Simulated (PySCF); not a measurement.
PySCF input for C2F5, SMILES [C](C(F)(F)F)(F)F (connectivity only; charge and spin as stated), charge +1, multiplicity 1, TDA-PBE0/def2-SVPD. Coordinates come from a PBE0-D3(BJ)/def2-SVP optimisation. The spin state was assumed, not searched. The isomer is the one that the SMILES or the coordinates give; other isomers of the formula were not compared.

```python
import numpy as np
from pyscf import gto, scf, dft, tdscf

mol = gto.M(
    atom='''
    F     1.52412711   -0.01553012   -1.05211369
    C     0.88725255   -0.02822755    0.00000001
    F     1.52412710   -0.01553012    1.05211370
    C    -0.69215479   -0.00716364   -0.00000001
    F    -0.99603945    1.26567573    0.00000000
    F    -1.09113996   -0.60551068    1.08033781
    F    -1.09113996   -0.60551068   -1.08033782
    ''',
    basis='def2-SVPD',
    charge=1,
    spin=0,
    symmetry=True,
    max_memory=1600,
    verbose=4,
)
mf = dft.RKS(mol, xc='pbe0').density_fit(auxbasis='def2-universal-jkfit')
mf.grids.level = 3
mf.conv_tol = 1e-9
mf.max_cycle = 100
mf.kernel()
mf.grids = dft.Grids(mol).set(level=1).build(with_non0tab=True)  # coarser grid for the response kernel
td = tdscf.TDA(mf)
td.singlet = True
td.nstates = 10
td.conv_tol = 1e-4
td.positive_eig_threshold = 1e-6
td.kernel(x0=td.get_init_guess(mf, 15))
td.analyze()
tt = tdscf.TDA(mf)
tt.singlet = False
tt.nstates = 4
tt.conv_tol = 1e-4
tt.positive_eig_threshold = 1e-6
tt.kernel(x0=tt.get_init_guess(mf, 9))
tt.analyze(verbose=3)
```

It prints:

```
PySCF version 2.14.0

[INPUT] verbose = 4
[INPUT] num. atoms = 7
[INPUT] num. electrons = 56
[INPUT] charge = 1
[INPUT] spin (= nelec alpha-beta = 2S) = 0
[INPUT] symmetry True subgroup None
[INPUT] Mole.unit = angstrom
[INPUT] Symbol           X                Y                Z      unit          X                Y                Z       unit  Magmom
[INPUT]  1 F      1.524127110000  -0.015530120000  -1.052113690000 AA    2.880182816925  -0.029347673482  -1.988206726006 Bohr   0.0
[INPUT]  2 C      0.887252550000  -0.028227550000   0.000000010000 AA    1.676664322822  -0.053342338667   0.000000018897 Bohr   0.0
[INPUT]  3 F      1.524127100000  -0.015530120000   1.052113700000 AA    2.880182798028  -0.029347673482   1.988206744903 Bohr   0.0
[INPUT]  4 C     -0.692154790000  -0.007163640000  -0.000000010000 AA   -1.307982988906  -0.013537317655  -0.000000018897 Bohr   0.0
[INPUT]  5 F     -0.996039450000   1.265675730000   0.000000000000 AA   -1.882241769762   2.391780492209   0.000000000000 Bohr   0.0
[INPUT]  6 F     -1.091139960000  -0.605510680000   1.080337810000 AA   -2.061955687969  -1.144249350699   2.041542582912 Bohr   0.0
[INPUT]  7 F     -1.091139960000  -0.605510680000  -1.080337820000 AA   -2.061955687969  -1.144249350699  -2.041542601810 Bohr   0.0

nuclear repulsion = 350.026384172734
point group symmetry = Cs
symmetry origin: [3.97837069e-09 9.94592690e-10 0.00000000e+00]
symmetry axis x: [1.00000000e+00 1.22538651e-09 6.06244025e-09]
symmetry axis y: [ 1.22538649e-09 -1.00000000e+00  2.60384428e-09]
symmetry axis z: [ 6.06244025e-09 -2.60384420e-09 -1.00000000e+00]
num. orbitals of irrep A' = 90
num. orbitals of irrep A" = 65
number of shells = 61
number of NR pGTOs = 225
number of NR cGTOs = 155
basis = def2-SVPD
ecp = {}


[settings echo left out]
init E= -575.844836486576
HOMO (A') = -0.378688596108121  LUMO (A') = -0.0870517104665938  gap/eV = 7.93584
cycle= 1 E= -573.81091438721  delta_E= 2.03  |g|= 1.13  |ddm|= 3.19
HOMO (A") = -0.661574909874575  LUMO (A') = -0.558183836671123  gap/eV = 2.81341
cycle= 2 E= -573.464980880071  delta_E= 0.346  |g|=  1.9  |ddm|= 2.29
HOMO (A') = -0.704834697112087  LUMO (A') = -0.43696930570639  gap/eV = 7.28899
cycle= 3 E= -574.057805994425  delta_E= -0.593  |g|= 0.143  |ddm|= 1.42
HOMO (A') = -0.682776529618335  LUMO (A') = -0.409761571165494  gap/eV = 7.42912
cycle= 4 E= -574.060548584222  delta_E= -0.00274  |g|= 0.0475  |ddm|= 0.126
HOMO (A') = -0.682584592182357  LUMO (A') = -0.409222313217494  gap/eV = 7.43857
cycle= 5 E= -574.060807083666  delta_E= -0.000258  |g|= 0.0245  |ddm|= 0.0487
HOMO (A') = -0.684277192890006  LUMO (A') = -0.410135722228731  gap/eV = 7.45977
cycle= 6 E= -574.060901234352  delta_E= -9.42e-05  |g|= 0.00182  |ddm|= 0.0182
HOMO (A') = -0.684154475625482  LUMO (A') = -0.410080272838268  gap/eV = 7.45794
cycle= 7 E= -574.060901639306  delta_E= -4.05e-07  |g|= 0.00103  |ddm|= 0.00219
HOMO (A') = -0.684129800119264  LUMO (A') = -0.410057900372622  gap/eV = 7.45788
cycle= 8 E= -574.060901802678  delta_E= -1.63e-07  |g|= 0.00023  |ddm|= 0.0009
HOMO (A') = -0.684160778569063  LUMO (A') = -0.41007595732164  gap/eV = 7.45823
cycle= 9 E= -574.060901812479  delta_E= -9.8e-09  |g|= 5.43e-05  |ddm|= 0.000226
HOMO (A') = -0.684161179191657  LUMO (A') = -0.410087072804656  gap/eV = 7.45794
cycle= 10 E= -574.060901813088  delta_E= -6.1e-10  |g|= 8.81e-06  |ddm|= 6.55e-05
HOMO (A') = -0.684160689647773  LUMO (A') = -0.410084600068352  gap/eV = 7.45799
Extra cycle  E= -574.060901813097  delta_E= -8.64e-12  |g|= 7.59e-06  |ddm|= 1.8e-05
converged SCF energy = -574.060901813097
tot grids = 36864
Overwritten attributes  positive_eig_threshold  of <class 'pyscf.tdscf.rks.TDA'>


******** <class 'pyscf.tdscf.rks.TDA'> for <class 'pyscf.df.df_jk.DFSymAdaptedRKS'> ********
nstates = 10 singlet
deg_eia_thresh = 1.000e-03
wfnsym = None
conv_tol = 0.0001
eigh lindep = 1e-12
eigh level_shift = 0
eigh max_cycle = 100


Excitation energies (eV)
[ 5.87218783  6.10330555  6.78200608  7.029237    7.74458423  7.85521754
  8.42062773  9.4937237  10.76358526 11.33255646]

** Singlet excitation energies and oscillator strengths **
Excited State   1:   A'      5.87219 eV    211.14 nm  f=0.0196
      28 -> 29        0.69751
Excited State   2:   A"      6.10331 eV    203.14 nm  f=0.0020
      27 -> 29        0.70530
Excited State   3:   A"      6.78201 eV    182.81 nm  f=0.0002
      26 -> 29       -0.70425
Excited State   4:   A'      7.02924 eV    176.38 nm  f=0.0314
      25 -> 29       -0.69839
Excited State   5:   A"      7.74458 eV    160.09 nm  f=0.0021
      24 -> 29       -0.70084
Excited State   6:   A'      7.85522 eV    157.84 nm  f=0.0241
      23 -> 29        0.69697
Excited State   7:   A"      8.42063 eV    147.24 nm  f=0.0000
      22 -> 29       -0.70006
Excited State   8:   A'      9.49372 eV    130.60 nm  f=0.0045
      20 -> 29        0.69696
Excited State   9:   A"     10.76359 eV    115.19 nm  f=0.1176
      21 -> 29       -0.66406
      28 -> 31       -0.14159
Excited State  10:   A"     11.33256 eV    109.41 nm  f=0.0002
      18 -> 29        0.70253

** Transition electric dipole moments (AU) **
state          X           Y           Z        Dip. S.      Osc.
  1        -0.0387      0.3670      0.0000      0.1362      0.0196
  2        -0.0000      0.0000     -0.1155      0.0133      0.0020
  3         0.0000      0.0000      0.0361      0.0013      0.0002
  4         0.4230     -0.0585      0.0000      0.1823      0.0314
  5         0.0000     -0.0000     -0.1046      0.0109      0.0021
  6        -0.3135      0.1641     -0.0000      0.1252      0.0241
  7        -0.0000      0.0000      0.0130      0.0002      0.0000
  8        -0.0727      0.1183      0.0000      0.0193      0.0045
  9        -0.0000      0.0000      0.6677      0.4458      0.1176
 10         0.0000      0.0000      0.0271      0.0007      0.0002

** Transition velocity dipole moments (imaginary part, AU) **
state          X           Y           Z        Dip. S.      Osc.
  1        -0.0047     -0.0672     -0.0000      0.0045      0.0140
  2         0.0000      0.0000     -0.0040      0.0000      0.0000
  3        -0.0000      0.0000     -0.0027      0.0000      0.0000
  4         0.0386      0.0059      0.0000      0.0015      0.0039
  5         0.0000      0.0000      0.0087      0.0001      0.0002
  6        -0.0429     -0.0093     -0.0000      0.0019      0.0044
  7         0.0000     -0.0000     -0.0029      0.0000      0.0000
  8        -0.0131     -0.0028     -0.0000      0.0002      0.0003
  9         0.0000      0.0000      0.0389      0.0015      0.0025
 10         0.0000      0.0000      0.0146      0.0002      0.0003

** Transition magnetic dipole moments (imaginary part, AU) **
state          X           Y           Z
  1         0.0000      0.0000      0.4613
  2        -0.0073     -0.1923     -0.0000
  3         0.0862     -0.0078      0.0000
  4        -0.0000     -0.0000     -0.0298
  5        -0.1863     -0.0461      0.0000
  6         0.0000      0.0000     -0.0375
  7        -0.4896      0.0035      0.0000
  8         0.0000     -0.0000     -0.8662
  9         0.0109      0.1233     -0.0000
 10        -0.1226      0.0127     -0.0000


******** <class 'pyscf.tdscf.rks.TDA'> for <class 'pyscf.df.df_jk.DFSymAdaptedRKS'> ********
nstates = 4 triplet
deg_eia_thresh = 1.000e-03
wfnsym = None
conv_tol = 0.0001
eigh lindep = 1e-12
eigh level_shift = 0
eigh max_cycle = 100


Excitation energies (eV)
[4.77139746 5.98608208 6.70155879 6.70405358]

** Triplet excitation energies and oscillator strengths **
Excited State   1:   A'      4.77140 eV    259.85 nm  f=0.0000
Excited State   2:   A"      5.98608 eV    207.12 nm  f=0.0000
Excited State   3:   A'      6.70156 eV    185.01 nm  f=0.0000
Excited State   4:   A"      6.70405 eV    184.94 nm  f=0.0000
```

The run converged.

Cost: very roughly 90 core-seconds.
